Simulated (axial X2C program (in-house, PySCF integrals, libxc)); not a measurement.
# Nuclear properties of FGeF⁻

Computed with an in-house all-electron X2C program for linear molecules (integrals from PySCF): two-component X2C with atomic mean-field Coulomb and Gaunt terms, Gaussian nuclei, basis F dyall-av3z, Ge dyall-v3z with contracted cores.

F–Ge–F held linear, with bonds 1.980 and 1.980 Å (near the PBE0 minimum at charge -1 of the determinant lowest at the starting distance; the state shown can have its own minimum elsewhere, held linear; other orders of the atoms were not compared).

Input and command:
```json
{"zs": [9, 32, 9], "q": -1, "bas": ["dyall-av3z", "dyall-v3z", "dyall-av3z"], "r0": [1.85, 1.85], "symm": 1, "scan": ["PBE0", "HF", "BHandHLYP"], "levels": ["PBE0", "HF", "PBE"], "nst": 2}
```
```bash
python solin.py task.json out
```

Keys: zs atomic numbers; q charge; bas basis sets; r0 starting distance in Å; symm equal bonds; scan levels of the two-bond scan; levels methods; nst determinants followed.

Determinant lowest in the PBE0 search, Ω = 1/2 (⟨Sz⟩ = -0.50, ⟨Lz⟩ = 1.00 at PBE0), spin on the atoms F 0.01, Ge -0.51, F 0.01:

| level | A∥/gI F (MHz) | qzz F (a.u.) | A∥/gI Ge (MHz) | qzz Ge (a.u.) |
| --- | --- | --- | --- | --- |
| PBE0 | 118 | 0.34 | 1550 | -0.12 |
| HF | 92.8 | 0.35 | 1710 | 0.31 |
| PBE | 132 | 0.31 | 1480 | -0.27 |

Determinant 0.11 eV from it at PBE0 and this distance, Ω = 3/2 (⟨Sz⟩ = 0.50, ⟨Lz⟩ = 1.00 at PBE0), spin on the atoms F -0.01, Ge 0.52, F -0.01:

| level | A∥/gI F (MHz) | qzz F (a.u.) | A∥/gI Ge (MHz) | qzz Ge (a.u.) |
| --- | --- | --- | --- | --- |
| PBE0 | 26.1 | 0.34 | 110 | -0.25 |
| HF | 20 | 0.35 | 51.8 | 0.18 |
| PBE | 29.3 | 0.31 | 111 | -0.39 |

A∥ (defined per Ω) follows by multiplying with gI = μI/(I μN); qzz is the electric field gradient, eQq0 = 234.96 MHz × Q/barn × qzz. The operators were transformed with the bare-nucleus X2C matrices; with these basis sets, hyperfine constants and field gradients can be off by tens of per cent, and where levels differ in sign neither size nor sign is settled.

Q: With gI(19F) = 5.2577, gI(73Ge) = -0.1954 (g factors from the IAEA table of nuclear moments by Stone), turn the PBE0 values of the first state into constants in MHz.

A: A∥(19F) = 118 × 5.2577 = 620 MHz; A∥(73Ge) = 1550 × -0.1954 = -303 MHz.

The molecule was held linear; bending was not examined, so a bent shape may lie lower.

Each state is one determinant with collinear spin. Unrestricted Hartree–Fock can overshoot spin polarisation at the nuclei. For an anion, determinants above electron detachment, or with a positive highest level, are held by the basis set. The search compared states at one distance, so a state with another bond length can lie lower. Where a field gradient or hyperfine factor spreads by more than a factor of two over the levels, a constant derived from it is not to be relied on. PBE0 term energies can be off by some tenths of an eV.
